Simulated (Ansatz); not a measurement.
C$_{2}$H, charge -1, singlet, at a GFN2-xTB geometry (a gas-phase anion, which may not be bound at this level); Ansatz (a first-principles code) with MP2/def2-SVP.

Input for Ansatz:
Ansatz 0.2 input:
```yaml
crystal:
  periodic: [false, false, false]
  atoms:
    - {symbol: C, position_ang: [-0.00000000, -0.00000000, -0.47996454]}
    - {symbol: C, position_ang: [0.00000000, 0.00000000, 0.74605881]}
    - {symbol: H, position_ang: [-0.00000000, -0.00000000, -1.59656562]}
basis:
  gaussian:
    orbitals: def2-SVP
total_charge: -1
magnetization: {spin_polarized: false}
correlation: {method: mp2}
```

It wrote (shortened):

```
Functional definition: HF
345 factors; integrals over basis functions are off by at most 1.3e-3 eV
mean field evaluation 1: about -2070.4993 eV, gradient 1.6e1 eV
mean field evaluation 2: about -2070.5063 eV, gradient 1.6e1 eV
mean field evaluation 4: about -2071.5698 eV, gradient 2.8e0 eV
mean field evaluation 8: about -2071.6110 eV, gradient 1.4e-4 eV
mean field -2071.61095185 eV, -76.1302982922 hartree, gradient 9.6e-7 eV, S^2 0.000000; 0 other end points of the search recorded, 0 dependent functions left out
2 core orbitals not correlated
reference -2071.61095185 eV, -76.1302982922 hartree; 5, 5 occupied and 26, 26 virtual orbitals, 345 factors
second order -6.80895272 eV of doubles, -0.00000000 eV of singles
Total energy: -2078.41990457 eV, -76.3805226895 hartree
```
